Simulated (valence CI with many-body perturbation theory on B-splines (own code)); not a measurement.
**Level structure of Er²⁹⁺**

Calculated by configuration interaction combined with many-body perturbation theory (CI+MBPT): three valence electrons over a frozen Dirac-Fock core [Kr], radial functions for each j: 9 s, 9 p, 10 d, 8 f, 5 g, 3 h, 1 i, with the one-electron correlation potential Σ1 (screened to all orders), the two-electron term Σ2, the three-electron term Σ3, Breit, model QED; selected single and double excitations, second order for the rest (own B-spline code, finite nucleus).

No measured spectrum was set against this ion. As an estimate, large intervals hold to a few tenths of a per cent, small ones and those within an open d or f shell to about a per cent. Only levels of the ground parity were solved; by the run's estimate the other parity begins above the list, which can be wrong where configurations are misplaced.

Levels 1 to 19 of 19, with energies above the lowest level, (4d3/2^3) J=3/2. "Leading %" is the weight of the configuration and term that name the level; weights of strongly mixed levels are sums over their largest components and can fall short. In the jj column 3d3/2^4 stands for four electrons in 3d with j = 3/2.

```tsv
No.	Configuration	Term	J	E (cm⁻¹)	Leading %	Second component	g	Leading jj
1	4d3	4F	3/2	0	57	32 % 4d3 2D	0.643	4d3/2^3 (94 %)
2	4d3	4F	5/2	69433	87	12 % 4d3 2D	1.048	4d3/2^2 4d5/2 (97 %)
3	4d3	4P	3/2	88063	41	30 % 4d3 2P	1.242	4d3/2^2 4d5/2 (95 %)
4	4d3	4F	7/2	94270	48	41 % 4d3 2G	1.080	4d3/2^2 4d5/2 (89 %)
5	4d3	2G	9/2	98754	43	39 % 4d3 2H	1.071	4d3/2^2 4d5/2 (97 %)
6	4d3	4P	1/2	100730	62	38 % 4d3 2P	1.913	4d3/2^2 4d5/2 (99 %)
7	4d3	4P	5/2	149830	60	25 % 4d3 2D	1.386	4d3/2^2 4d5/2 (77 %)
8	4d3	4F	7/2	165590	51	45 % 4d3 2G	1.073	4d3/2 4d5/2^2 (93 %)
9	4d3	4F	9/2	175350	53	44 % 4d3 2H	1.138	4d3/2 4d5/2^2 (92 %)
10	4d3	4P	3/2	188180	41	40 % 4d3 2D	1.145	4d3/2 4d5/2^2 (98 %)
11	4d3	2P	1/2	195470	62	38 % 4d3 4P	1.417	4d3/2 4d5/2^2 (99 %)
12	4d3	2H	11/2	202030	100		1.088	4d3/2 4d5/2^2 (100 %)
13	4d3	2D	5/2	205710	56	20 % 4d3 2F	1.177	4d3/2 4d5/2^2 (77 %)
14	4d3	2F	5/2	219010	43	40 % 4d3 2D	1.103	4d3/2 4d5/2^2 (94 %)
15	4d3	2F	7/2	225850	85	13 % 4d3 2G	1.107	4d3/2 4d5/2^2 (96 %)
16	4d3	2D	3/2	265420	51	38 % 4d3 2P	1.051	4d3/2 4d5/2^2 (67 %)
17	4d3	2G	9/2	268870	55	28 % 4d3 4F	1.136	4d5/2^3 (95 %)
18	4d3	2D	3/2	311730	72	19 % 4d3 2P	0.969	4d5/2^3 (68 %)
19	4d3	2D	5/2	335610	66	22 % 4d3 2F	1.157	4d5/2^3 (90 %)
```

The ionisation energy to 4d2 3F_2 of the next ion comes out as 1093.8 eV (NIST: 1092 ± 4 eV (theoretical)). All 19 levels together are meant to be complete up to 349030 cm⁻¹.
